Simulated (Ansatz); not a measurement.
[NbO2(OH)2]- (NbO₄H₂⁻). The state is a triplet with charge -1. Geometry r2SCAN-D4/def2-SVPD, that of the charge -1 singlet; atoms count from 1.

Cartesian coordinates in Å:
```
Nb 0.0343 -0.4632 0.0169
O -0.2366 -2.1393 -0.4665
O 1.0687 -0.3814 1.4468
O -1.7098 0.4072 0.4457
H -1.7412 0.9408 1.2463
O 0.9239 0.5330 -1.4662
H 1.6606 1.1029 -1.2229
```

In the def2 sets Nb takes a core potential; there is no spin–orbit coupling. The highest occupied level of the charge -1 triplet lies above zero (up to 1.70 eV). By energy differences it is unbound by 0.26 eV (vertical, to the charge 0 doublet, at PBE0-D4/def2-TZVPD) and held by the finite basis. At PBE0-D4/def2-TZVPD a singlet of charge -1 lies 4.78 eV below the triplet at the same geometry.

Problem. Estimate the Mulliken populations from the PBE0/def2-TZVPD orbitals of Ansatz.

Solution. 
```csv
atom,charge (e),spin (α − β),d electrons
Nb1,0.71,1.75,2.60
O2,-0.61,0.49,–
O3,-0.44,0.37,–
O4,-0.60,-0.33,–
H5,0.21,0.06,–
O6,-0.43,-0.51,–
H7,0.15,0.16,–
```
Mulliken values and Mayer orders depend strongly on the basis. With diffuse functions, as here, like atoms can get unlike values, and bond orders can come out too low or too high.

Problem. Where does the spin sit?

Solution. Summed by element: Nb 1.75, O 0.02, H 0.23, of 2 unpaired in all. Largest on single atoms: Nb1 1.75, O6 -0.51, O2 0.49.

Problem. And the Mayer bond orders between bonded heavy atoms (over 0.3)?

Solution. Nb1–O2 0.71 (1.77 Å). Values over 0.3 also appear between atoms too far apart for a bond (O2–O3 0.34 at 2.91 Å; O4–O6 0.33 at 3.26 Å); they arise where an orbital or an unpaired electron spreads over both atoms.
